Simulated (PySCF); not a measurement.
# Nuclear quadrupole coupling in `C#C[Si@@H]1C=C[Si@H](O[SiH3])C1`

Species: C5H10OSi3.
Geometry (GFN2-xTB, Å), atoms numbered from 1 in this order:
```xyz
19
C5H10OSi3 angstrom
C      2.4692    2.0816   -0.4542
C      2.2065    0.9107   -0.3796
Si     1.7526   -0.8839   -0.2612
C      0.5912   -1.3404   -1.6797
C     -0.6855   -1.5484   -1.3587
Si    -1.1593   -1.3343    0.4566
O     -2.0002    0.0479    0.6507
Si    -2.0748    1.6653    0.6672
C      0.5811   -1.1914    1.2122
H      2.7054    3.1053   -0.5198
H      2.9884   -1.6835   -0.2387
H      0.9324   -1.4139   -2.7052
H     -1.4146   -1.8008   -2.1193
H     -2.0586   -2.3461    1.0078
H     -1.9266    2.0755    2.0642
H     -3.4038    1.9659    0.1391
H     -1.0064    2.2196   -0.1629
H      0.6373   -0.3946    1.9496
H      0.8558   -2.1102    1.7246
```

Field gradients from the PBE0/pcSseg-1 density (PySCF, non-relativistic), principal values in atomic units, ordered |Vxx| ≤ |Vyy| ≤ |Vzz|:

```json
{"atom": "O7", "Vxx": "-0.4822", "Vyy": "-0.5896", "Vzz": "1.0719"}
```

**Question.** Find the asymmetry η = (Vxx − Vyy)/Vzz and the couplings χ = eQV/h (234.96 MHz × Q in barn × V in au), with Q(17O) = −0.0256 b.

**Answer.** 
| atom | environment | nucleus | η | χzz (MHz) | χxx (MHz) | χyy (MHz) |
| --- | --- | --- | --- | --- | --- | --- |
| O7 | siloxane oxygen | 17O | 0.10 | -6.45 | 2.90 | 3.55 |

The tensor is traceless: Vxx + Vyy + Vzz = 0.

**Question.** What is Vzz at O7 in SI units (1 au = 9.71736 × 10²¹ V/m²)?

**Answer.** 1.0719 au = 10.416 × 10²¹ V/m².

**Question.** What couplings would deuterons (Q(2H) = 0.00286 b) have in place of the hydrogens, at this geometry?

**Answer.** 
```tsv
atom	bonded to	bond length (Å)	Vzz (au)	η	χzz (kHz)
H10	C1	1.053	0.3867	0.00	260
H11	Si3	1.472	0.1550	0.01	104
H12	C4	1.083	0.3270	0.01	220
H13	C5	1.083	0.3274	0.01	220
H14	Si6	1.462	0.1615	0.01	109
H15	Si8	1.464	0.1598	0.03	107
H16	Si8	1.461	0.1614	0.02	108
H17	Si8	1.462	0.1588	0.04	107
H18	C9	1.087	0.3277	0.02	220
H19	C9	1.087	0.3285	0.02	221
```

The structure is a single GFN2-xTB conformer in the gas phase; no vibrational or solvent corrections. GFN2-xTB bond lengths can be off by several hundredths of an ångström, more for odd bonds, and the gradients follow them. A larger basis could move these couplings by a tenth or more.

These values come from a run that also computed NMR shieldings. Time: 1.8 min (grids of density and orbitals included); peak memory 1.0 GiB. Hardware: Arm Neoverse N1, one thread, shared host.
